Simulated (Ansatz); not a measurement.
H5Al2Si, SMILES `[AlH2][Al-][SiH3]` (triplet; the order of the spin states depends on the level) (charge -1, multiplicity 3). This triplet lies 0.16 eV above the relaxed singlet at the level frozen-core CCSD(T)/aug-cc-pVDZ // B3LYP-D3(BJ)/def2-TZVPD (Ansatz, a first-principles code); other levels give the other order.

Calculation: r2SCAN0/aug-cc-pVTZ // B3LYP-D3(BJ)/def2-TZVPD run with Ansatz.

Ansatz 0.2 input:
```yaml
crystal:
  periodic: [false, false, false]
  atoms:
    - { symbol: Al, position_ang: [2.479914, 0.098493, 0.088365] }
    - { symbol: Al, position_ang: [0.4246, -1.01326, -0.787047] }
    - { symbol: Si, position_ang: [-1.88935, -0.163747, -0.381892] }
    - { symbol: H, position_ang: [3.9678, -0.468572, -0.186594] }
    - { symbol: H, position_ang: [2.524848, 1.445901, 0.983715] }
    - { symbol: H, position_ang: [-2.048863, 1.07774, 0.452929] }
    - { symbol: H, position_ang: [-2.656806, 0.170322, -1.632135] }
    - { symbol: H, position_ang: [-2.80215, -1.146881, 0.299165] }
basis:
  gaussian: { orbitals: aug-cc-pVTZ }
hamiltonian:
  xc: r2scan0
total_charge: -1
magnetization:
  spin_polarized: true
  initial_magnetization: 2
```

Output:

```
Functional definition: r2SCAN0
1384 factors; their error is unknown
mean field evaluation 1: about -21149.9113 eV, gradient 9.0e0 eV
mean field evaluation 2: about -21150.4293 eV, gradient 6.1e0 eV
mean field evaluation 4: about -21150.8877 eV, gradient 4.7e-1 eV
mean field evaluation 8: about -21150.9693 eV, gradient 1.3e-1 eV
mean field evaluation 16: about -21150.9695 eV, gradient 7.5e-4 eV
mean field -21150.96949897 eV, -777.2837924452 hartree, gradient 4.7e-5 eV, S^2 2.014283; 0 other end points of the search recorded, 0 dependent functions left out
reference -21150.96956489 eV, -777.2837948676 hartree; 24, 22 occupied and 241, 243 virtual orbitals, 1384 factors
Total energy: -21150.96956489 eV, -777.2837948676 hartree
```
